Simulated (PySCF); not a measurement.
## Basis and Hamiltonian dependence of the excitation energy of Be

Be [He] 2s2 (1S) → Be [He] 2s1 3s1, s spin flipped. All values are computed (PySCF 2.14, energy differences of UHF-based or UKS calculations, no spin-orbit coupling). Values in eV.

```json
{"basis": "def2-TZVPPD", "Hamiltonian": "non-relativistic", "functions": "22", "UHF": "0.000", "LDA": "0.000", "PBE0": "0.000", "MP2 (valence)": "0.000"}
{"basis": "aug-cc-pVDZ-DK", "Hamiltonian": "spin-free X2C", "functions": "23", "UHF": "0.000", "LDA": "0.000", "PBE0": "0.000", "MP2 (valence)": "0.000"}
{"basis": "aug-cc-pVDZ", "Hamiltonian": "non-relativistic", "functions": "23", "UHF": "0.000", "LDA": "0.000", "PBE0": "0.000", "MP2 (valence)": "0.000"}
{"basis": "aug-pcseg-2", "Hamiltonian": "non-relativistic", "functions": "24", "UHF": "0.000", "LDA": "0.000", "PBE0": "0.000", "MP2 (valence)": "0.000"}
{"basis": "aug-cc-pCVDZ", "Hamiltonian": "non-relativistic", "functions": "27", "UHF": "0.000", "LDA": "0.000", "PBE0": "0.000", "MP2 (valence)": "0.000"}
{"basis": "dyall-av2z", "Hamiltonian": "non-relativistic", "functions": "42", "UHF": "0.000", "LDA": "0.000", "PBE0": "0.000", "MP2 (valence)": "0.000"}
{"basis": "aug-cc-pVTZ-DK", "Hamiltonian": "spin-free X2C", "functions": "46", "UHF": "0.000", "LDA": "0.000", "PBE0": "0.000", "MP2 (valence)": "0.000"}
{"basis": "aug-cc-pCVTZ-DK", "Hamiltonian": "spin-free X2C", "functions": "59", "UHF": "0.000", "LDA": "0.000", "PBE0": "0.000", "MP2 (valence)": "0.000"}
{"basis": "aug-cc-pVTZ with one added diffuse shell each of s, p, d, f type", "Hamiltonian": "non-relativistic", "functions": "62", "UHF": "0.000", "LDA": "0.000", "PBE0": "0.000", "MP2 (valence)": "0.000"}
{"basis": "aug-cc-pCVTZ-DK with one added diffuse shell each of s, p, d, f type", "Hamiltonian": "spin-free X2C", "functions": "75", "UHF": "0.000", "LDA": "0.000", "PBE0": "0.000", "MP2 (valence)": "0.000"}
{"basis": "aug-cc-pVQZ", "Hamiltonian": "non-relativistic", "functions": "80", "UHF": "0.000", "LDA": "0.000", "PBE0": "0.000", "MP2 (valence)": "0.000"}
{"basis": "aug-cc-pVQZ with one added diffuse shell each of s, p, d, f, g type", "Hamiltonian": "non-relativistic", "functions": "105", "UHF": "0.000", "LDA": "0.000", "PBE0": "0.000", "MP2 (valence)": "0.000"}
```

Frozen in the all-electron rows: valence: 1s2.

In the upper determinant the s electron has its spin opposite to the other open shell, which mixes two multiplicities.
